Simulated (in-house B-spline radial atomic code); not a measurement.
Radial electron density of Li+, 1s2. Level of theory: scalar-relativistic (X2C) SCAN, spin-polarised, spherical fractional occupations, Fermi nucleus of rms radius 2.444 fm; calculated with a radial B-spline atomic code at the basis-set limit.

Columns: r (bohr), 4πr²n(r) (electrons per bohr), bar.

```
  0.0199  0.06134 #
  0.0225  0.07717 #
  0.0254  0.09661 ##
  0.0286   0.1201 ##
  0.0323   0.1498 ##
  0.0365   0.1865 ###
  0.0412    0.231 ####
  0.0466    0.286 ####
  0.0526   0.3515 ######
  0.0594   0.4304 #######
  0.0671   0.5245 ########
  0.0757   0.6342 ##########
  0.0855   0.7633 ############
  0.0965   0.9109 ##############
   0.109    1.079 #################
   0.123    1.266 ####################
   0.139    1.472 #######################
   0.157     1.69 ###########################
   0.177    1.912 ##############################
     0.2    2.137 ##################################
   0.226     2.35 #####################################
   0.255    2.535 ########################################
   0.288    2.682 ##########################################
   0.325    2.775 ############################################
   0.367    2.802 ############################################
   0.415    2.751 ###########################################
   0.468    2.622 #########################################
   0.529    2.413 ######################################
   0.597    2.141 ##################################
   0.674    1.822 #############################
   0.762    1.475 #######################
    0.86    1.138 ##################
   0.971   0.8267 #############
     1.1   0.5561 #########
    1.24   0.3532 ######
     1.4   0.2054 ###
    1.58   0.1091 ##
    1.78  0.05282 #
    2.01  0.02246
```

On this grid the curve has 1 maximum, near 0.367 bohr.

The 1s up radial function P(r) = rR(r), positive near the nucleus:

```json
{"r (bohr)": "0.00667", "P": "0.06127"}
{"r (bohr)": "0.0085", "P": "0.07759"}
{"r (bohr)": "0.0108", "P": "0.09783"}
{"r (bohr)": "0.0138", "P": "0.1238"}
{"r (bohr)": "0.0176", "P": "0.156"}
{"r (bohr)": "0.0225", "P": "0.1964"}
{"r (bohr)": "0.0286", "P": "0.2451"}
{"r (bohr)": "0.0365", "P": "0.3054"}
{"r (bohr)": "0.0466", "P": "0.3782"}
{"r (bohr)": "0.0594", "P": "0.4639"}
{"r (bohr)": "0.0757", "P": "0.5631"}
{"r (bohr)": "0.0965", "P": "0.6749"}
{"r (bohr)": "0.123", "P": "0.7955"}
{"r (bohr)": "0.157", "P": "0.9192"}
{"r (bohr)": "0.2", "P": "1.034"}
{"r (bohr)": "0.255", "P": "1.126"}
{"r (bohr)": "0.325", "P": "1.178"}
{"r (bohr)": "0.415", "P": "1.173"}
{"r (bohr)": "0.529", "P": "1.098"}
{"r (bohr)": "0.674", "P": "0.9544"}
{"r (bohr)": "0.86", "P": "0.7542"}
{"r (bohr)": "1.1", "P": "0.5273"}
{"r (bohr)": "1.4", "P": "0.3205"}
{"r (bohr)": "1.78", "P": "0.1625"}
```
